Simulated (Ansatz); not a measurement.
System: BaF, charge 1, multiplicity 1. SMILES: [F][Ba+]
Geometry: optimised at B3LYP-D3(BJ)/def2-TZVP (Ansatz, a quantum-chemistry and plane-wave program).

Parts of the frozen-core correlation energy in def2-SVP (Ansatz, hartree). Frozen orbitals: 5; correlated occupied orbitals by spin: 4 and 4; virtual: 35 and 35. Spin-orbit coupling is left out. Past Kr the def2 sets carry scalar-relativistic core potentials.

```csv
term,value
reference (HF),-124.35032
MP2 opposite-spin,-0.15041
MP2 same-spin,-0.05968
CCSD correlation,-0.20765
(T),-0.00336
CCSDT minus CCSD(T),-0.00006
CCSDT(Q) minus CCSD(T),-0.00065
T1 diagnostic,0.020
largest doubles amplitude,0.037
```
